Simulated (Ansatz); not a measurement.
A made-up structure of CH$_{4}$GeS, singlet:

```xyz
7
angstrom
S 0.0730 -2.3275 0.6210
C -0.5850 -0.9679 0.0739
Ge 0.3688 0.7402 -0.0806
H 0.8088 0.5261 1.3479
H 0.3194 1.2025 -1.5475
H -0.3542 1.7882 0.7836
H 1.8119 0.5386 0.3874
```

It is relaxed with PBE-D4/def2-SVP and then PBE0-D4/def2-TZVP (Ansatz 0.2.0). Atoms count as bonded within 1.22 times the sum of their covalent radii (H–H: 0.88 Å). The end point is not checked to be a true minimum.

**Question.** Does its bonding change? (A judgement: the text doesn't fix the answer.)

**Answer.** The calculation gives: Yes. Formed: none; broken: C2–Ge3.

Where it ends: The first stage lowers the energy by 3.38 eV in 28 steps. It ends as a complex of GeH₄ + CS:
```xyz
7
angstrom
S -1.0907 -3.1574 0.2421
C -1.1026 -1.6317 0.3288
Ge 0.9193 1.2535 0.2038
H 1.3421 0.2985 1.3276
H 0.9145 0.5063 -1.1360
H -0.4733 1.8225 0.4937
H 1.9332 2.4083 0.1256
```

For scale, one of the runs: PBE0-D4/def2-TZVP relaxation, 140 basis functions, launched by `ansatz run in.yaml --threads 2 --pin off --events-out ev --progress --plain --max-ram 4352MiB`. Hardware: 2 CPU threads of an Arm Neoverse V1, shared host. Wall time about 53 s.
